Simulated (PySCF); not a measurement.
Be₂H₂. Atoms are numbered in the order given.

```xyz
4

H      0.0000     0.0000    -2.4025
Be     0.0000     0.0000    -1.0519
Be     0.0000     0.0000     1.0519
H      0.0000     0.0000     2.4025
```

Geometry: PBE-D3(BJ)/def2-TZVPD.

Level of theory: PySCF with PBE-D3(BJ)/def2-TZVPD.

No scaling factor is applied to the harmonic values.

Modes within 1.5 cm⁻¹ of each other (mostly degenerate sets) share a row, with their intensities summed.

Computed harmonic wavenumbers and intensities:
| mode | ν (cm⁻¹) | IR (km/mol) | moving atoms (share of kinetic energy) |
|---|---|---|---|
| 1–2 | 399 | 303.7 | H 90 %, Be 10 % |
| 3–4 | 566 | 0.0 | H 63 %, Be 37 % |
| 5 | 624 | 0.0 | Be 88 %, H 12 % |
| 6 | 2030 | 411.2 | H 90 %, Be 10 % |
| 7 | 2055 | 0.0 | H 88 %, Be 12 % |
